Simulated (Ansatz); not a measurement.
`C=CCCCC` + silanol → `CCCO[SiH3]` + propene  (substitution at a C–C bond)

Program: Ansatz. Geometries: PBE0-D4/def2-TZVP. ΔE: electronic, gas phase. CCSD(T)/CBS adds triple-zeta CCSD(T) − MP2 to the extrapolated MP2 energy (def2 sets, frozen cores). DFT in def2-TZVPP. B3LYP here is the variant with VWN-RPA as its local correlation; programs differ in this. One conformer a species, not always the lowest.

Question: Is it downhill or uphill in electronic energy at CCSD(T)/CBS, and by how much? (Best estimate.)

Answer: The calculation gave: Uphill: ΔE = +41.5 kJ/mol.

Question: What do these levels give: PBE-D4, PBE0-D4, B3LYP-D4, ωB97X-V, r2SCAN, MP2/def2-TZVPP? (An estimate is asked.)

Answer: The calculation gave: PBE-D4 34.7, PBE0-D4 37.0, B3LYP-D4 30.9, ωB97X-V 34.0, r2SCAN 32.5, MP2/def2-TZVPP 47.2 kJ/mol.

Largest T1 diagnostic among the species: 0.011.

The D4 term adds +6.7 kJ/mol with B3LYP and +4.1 kJ/mol with PBE0; it sums over pairs of atoms, weighted by their polarisabilities, and B3LYP, whose exchange is more repulsive, gets the larger term. In def2-TZVPP, CCSD(T) changes the Hartree–Fock value by +19.0 kJ/mol (the triples alone add +1.8 kJ/mol) and MP2 by +26.4 kJ/mol.
